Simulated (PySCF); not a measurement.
PySCF input (CCSD(T)/cc-pVDZ):

```python
from pyscf import gto, scf, mp, cc as ccmod

mol = gto.M(
    atom='''
    B    -0.10110091   -0.34405066    0.07549871
    Cl   -0.21370832    1.30627628   -0.35360861
    O     1.27695401   -0.83425941    0.35362597
    O    -0.96023132   -1.32636774    0.22713630
    H     2.06640974   -0.26731197    0.29900710
    H    -1.90357212   -1.17156394    0.08236521
    H     1.44192691   -1.76255037    0.60638234
    ''',
    basis='cc-pvdz',
    charge=1,
    spin=0,
    verbose=4,
)

mf = scf.RHF(mol)
mf.conv_tol = 1e-10
mf.max_cycle = 100
mf.kernel()
mp2 = mp.MP2(mf, frozen=8).run()
cc = ccmod.CCSD(mf, frozen=8)
cc.max_cycle = 100
cc.kernel()
et = cc.ccsd_t()
print(f'E(CCSD(T)) = {cc.e_tot + et:.9f}')
```

End of the output:

```
Extra cycle  E= -635.538536127388  delta_E= 2.96e-12  |g|= 8.43e-07  |ddm|= 2.28e-06
converged SCF energy = -635.538536127388

******** <class 'pyscf.mp.mp2.RMP2'> ********
nocc = 12, nmo = 67
frozen orbitals 8
E(RMP2) = -636.127871401337  E_corr = -0.589335273949274
E(SCS-RMP2) = -636.109099557636  E_corr = -0.570563430247862
E_corr(same-spin) = -0.157660267489923
E_corr(oppo-spin) = -0.431675006459351

******** <class 'pyscf.cc.ccsd.CCSD'> ********
CC2 = 0
CCSD nocc = 12, nmo = 67
frozen orbitals 8
max_cycle = 100
direct = 0
conv_tol = 1e-07
conv_tol_normt = 1e-05
diis_space = 6
diis_start_cycle = 0
diis_start_energy_diff = 1e+09
Init t2, MP2 energy = -636.127871417909  E_corr(MP2) -0.589335290520553
Init E_corr(CCSD) = -0.589335290520847
cycle = 1  E_corr(CCSD) = -0.60057219715503  dE = -0.0112369066  norm(t1,t2) = 0.0549607
cycle = 2  E_corr(CCSD) = -0.612179858182219  dE = -0.011607661  norm(t1,t2) = 0.0163285
cycle = 3  E_corr(CCSD) = -0.613291464101674  dE = -0.00111160592  norm(t1,t2) = 0.00856903
cycle = 4  E_corr(CCSD) = -0.615217137066735  dE = -0.00192567297  norm(t1,t2) = 0.00347279
cycle = 5  E_corr(CCSD) = -0.615131053885652  dE = 8.60831811e-05  norm(t1,t2) = 0.000772331
cycle = 6  E_corr(CCSD) = -0.615072049318684  dE = 5.9004567e-05  norm(t1,t2) = 0.000250505
cycle = 7  E_corr(CCSD) = -0.615071864227855  dE = 1.85090829e-07  norm(t1,t2) = 7.29673e-05
cycle = 8  E_corr(CCSD) = -0.61507476390322  dE = -2.89967537e-06  norm(t1,t2) = 2.20237e-05
cycle = 9  E_corr(CCSD) = -0.615074853710153  dE = -8.98069338e-08  norm(t1,t2) = 9.52477e-06
CCSD converged
E(CCSD) = -636.153610981098  E_corr = -0.6150748537101535
CCSD(T) correction = -0.0142303356188599
E(CCSD(T)) = -636.167841317
```

It need not be the lowest isomer of its formula.
